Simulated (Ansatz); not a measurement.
```yaml
crystal:
  periodic: [false, false, false]
  atoms:
    - {symbol: Ca, position_ang: [0.741126, -2.278081, 0.293495]}
    - {symbol: Ca, position_ang: [-0.556019, 2.290010, -0.519158]}
    - {symbol: S, position_ang: [-0.185107, -0.011929, 0.225663]}
basis:
  gaussian: {orbitals: def2-TZVPD, nuclear_model: gaussian}
total_charge: 1
magnetization: {spin_polarized: true, initial_magnetization: 3}
hamiltonian: {xc: {name: wPBEh}, pseudopotentials: {relativity: none}}
scf: {lower_state_search: light}
```

```sh
$ ansatz run in.yaml --threads 4 --pin off --events-out ev --progress --plain --max-ram 3916MiB
```

Output, abridged:

```
Functional definition: wPBEh
1039 factors; integrals over basis functions are off by at most 1.1e-3 eV
115 factors; integrals over basis functions are off by at most 4.4e-6 eV
mean field evaluation 1: about -47684.2001 eV, gradient 3.5e1 eV
mean field evaluation 2: about -47654.7399 eV, gradient 6.7e1 eV
mean field evaluation 4: about -47693.5955 eV, gradient 2.4e0 eV
mean field evaluation 8: about -47693.6743 eV, gradient 3.0e-1 eV
mean field evaluation 16: about -47693.6749 eV, gradient 6.5e-4 eV
mean field evaluation 32: about -47692.0956 eV, gradient 8.9e-1 eV
mean field evaluation 64: about -47692.8780 eV, gradient 4.2e0 eV
mean field -47693.67494848 eV, -1752.7102264227 hartree, gradient 7.8e-6 eV, S^2 3.754697; 7 other end points of the search recorded, 0 dependent functions left out
reference -47693.67500112 eV, -1752.7102283570 hartree; 29, 26 occupied and 89, 92 virtual orbitals, 1039 factors
Total energy: -47693.67500112 eV, -1752.7102283570 hartree
```

It took 14 s on 4 threads of Arm Neoverse V1 on a shared host.
